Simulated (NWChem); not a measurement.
# Si3H8O; SMILES O[SiH]([SiH3])[SiH3]

```xyz
12

Si    -0.5397     0.0009    -0.4489
O     -2.0559    -0.0033     0.2737
Si     0.6971    -1.9254     0.1132
Si     0.6926     1.9267     0.1245
H     -0.7955     0.0051    -1.9193
H     -2.0635    -0.0085     1.2356
H      0.9005    -1.9827     1.5962
H     -0.0091    -3.1736    -0.3112
H      2.0420    -1.8803    -0.5423
H      0.9013     1.9732     1.6071
H      2.0351     1.8913    -0.5364
H     -0.0195     3.1757    -0.2876
```
Atoms are numbered in this order, from 1.

All runs: NWChem. Geometry: optimised at PBE0/def2-SVP. Level: M05-2X/def2-SVP with SMD (1 M gas to 1 M solution), gas-phase geometry. Reactions with the solvent are ignored.

For solvent water:

```
Item                                         Result
-------------------------------------------  ------
cavity-dispersion-structure term (kcal/mol)     4.5
dipole in solution (D)                         1.52
```

Question: What are these values for solvent dimethyl sulfoxide?

Answer: The cavity-dispersion-structure term (kcal/mol) is 0.7. The dipole in solution (D) is 1.34.
